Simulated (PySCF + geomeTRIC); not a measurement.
All values below come from BP86-D3(BJ)/def2-SVP run with PySCF + geomeTRIC. fastk is a local helper that only speeds up exchange builds. No frequencies were computed at this level.

```python
import json, numpy as np
from pyscf import gto, dft
from fastk import lowrank_exchange
atoms = """
Ti     0.000000    -0.000000     0.000000
F      0.592969     0.525263    -1.494831
F     -0.948033    -1.383165    -0.223883
F     -0.941090     1.222362     0.694416
F      1.296154    -0.364461     1.024298
"""
def scf(charge, spin, dm0=None):
    mol = gto.M(atom=atoms, basis='def2-svp', ecp={}, charge=charge, spin=spin, verbose=3, max_memory=5040)
    mf = dft.KS(mol, xc='bp86').density_fit(auxbasis="def2-universal-jkfit")
    mf.disp = 'd3bj'
    mf.grids.level = 3
    mf.conv_tol = 1e-8
    mf.max_cycle = 120
    mf.level_shift = 0.25
    mf.kernel(dm0)
    if not mf.converged:
        mf = mf.newton().run(mf.mo_coeff, mf.mo_occ).undo_soscf()
    return mf
mf = scf(0, 0)
from pyscf.geomopt.geometric_solver import kernel as optimize
path = []
done, mol = optimize(mf, maxsteps=120, assert_convergence=False, callback=lambda env: path.append((env["energy"], bool(env["g_scanner"].converged))))
res = dict(converged=bool(done and path[-1][1]), energy=path[-1][0], path=[e for e, c in path], xyz=mol.atom_coords(unit="Angstrom").tolist(), nao=mol.nao)
json.dump(res, open("result.json", "w"))
```

Output:

```
converged SCF energy = -1248.83553715897
Geometry optimization cycle 1
converged SCF energy = -1248.83553715596
cycle 1: E = -1248.83553716  dE = -1248.84  norm(grad) = 0.0841064
Geometry optimization cycle 2
converged SCF energy = -1248.84332833689
cycle 2: E = -1248.84332834  dE = -0.00779118  norm(grad) = 0.0101175
Geometry optimization cycle 3
converged SCF energy = -1248.84347641622
cycle 3: E = -1248.84347642  dE = -0.000148079  norm(grad) = 0.00162884
Geometry optimization cycle 4
converged SCF energy = -1248.84348311911
cycle 4: E = -1248.84348312  dE = -6.70289e-06  norm(grad) = 0.000820075
Geometry optimization cycle 5
converged SCF energy = -1248.8434776762
cycle 5: E = -1248.84347768  dE = 5.44292e-06  norm(grad) = 0.00367579
Geometry optimization cycle 6
converged SCF energy = -1248.84348682023
cycle 6: E = -1248.84348682  dE = -9.14404e-06  norm(grad) = 0.00411426
Geometry optimization cycle 7
converged SCF energy = -1248.84349688139
cycle 7: E = -1248.84349688  dE = -1.00612e-05  norm(grad) = 0.00316381
Geometry optimization cycle 8
converged SCF energy = -1248.84350603732
cycle 8: E = -1248.84350604  dE = -9.15593e-06  norm(grad) = 0.00199476
Geometry optimization cycle 9
converged SCF energy = -1248.84351240929
cycle 9: E = -1248.84351241  dE = -6.37197e-06  norm(grad) = 0.000628093
Geometry optimization cycle 10
converged SCF energy = -1248.84351319181
cycle 10: E = -1248.84351319  dE = -7.82522e-07  norm(grad) = 0.000487797
<class 'geometric.internal.Distance'> : 4
<class 'geometric.internal.Angle'> : 6
<class 'geometric.internal.TranslationX'> : 1
<class 'geometric.internal.TranslationY'> : 1
<class 'geometric.internal.TranslationZ'> : 1
<class 'geometric.internal.RotationA'> : 1
<class 'geometric.internal.RotationB'> : 1
<class 'geometric.internal.RotationC'> : 1
Step    0 : Gradient = 3.761e-02/4.226e-02 (rms/max) Energy = -1248.8355371560
Step    1 : Displace = 5.395e-02/6.116e-02 (rms/max) Trust = 1.000e-01 (=) Grad = 4.525e-03/5.224e-03 (rms/max) E (change) = -1248.8433283369 (-7.791e-03) Quality = 0.812
Step    2 : Displace = 5.764e-03/6.943e-03 (rms/max) Trust = 1.414e-01 (+) Grad = 7.284e-04/9.565e-04 (rms/max) E (change) = -1248.8434764162 (-1.481e-04) Quality = 1.137
Step    3 : Displace = 1.574e-03/2.223e-03 (rms/max) Trust = 2.000e-01 (+) Grad = 3.667e-04/5.284e-04 (rms/max) E (change) = -1248.8434831191 (-6.703e-06) Quality = 0.411
Step    4 : Displace = 2.419e-03/3.718e-03 (rms/max) Trust = 2.000e-01 (=) Grad = 1.644e-03/1.994e-03 (rms/max) E (change) = -1248.8434776762 (+5.443e-06) Quality = -0.157
Step    5 : Displace = 1.217e-03/1.754e-03 (rms/max) Trust = 1.210e-03 (-) Grad = 1.828e-03/2.162e-03 (rms/max) E (change) = -1248.8434868202 (-9.144e-06) Quality = 0.197
Step    6 : Displace = 6.372e-04/8.216e-04 (rms/max) Trust = 6.048e-04 (-) Grad = 1.399e-03/1.653e-03 (rms/max) E (change) = -1248.8434968814 (-1.006e-05) Quality = 1.130
Step    7 : Displace = 8.204e-04/1.085e-03 (rms/max) Trust = 8.553e-04 (+) Grad = 8.664e-04/1.039e-03 (rms/max) E (change) = -1248.8435060373 (-9.156e-06) Quality = 1.077
Step    8 : Displace = 1.180e-03/1.683e-03 (rms/max) Trust = 1.210e-03 (+) Grad = 1.822e-04/2.193e-04 (rms/max) E (change) = -1248.8435124093 (-6.372e-06) Quality = 1.197
Step    9 : Displace = 5.551e-04/8.098e-04 (rms/max) Trust = 1.711e-03 (+) Grad = 3.577e-05/5.167e-05 (rms/max) E (change) = -1248.8435131918 (-7.825e-07) Quality = 2.197
Converged! =D
```

Cost: about 2.9 core-minutes (a rough figure).
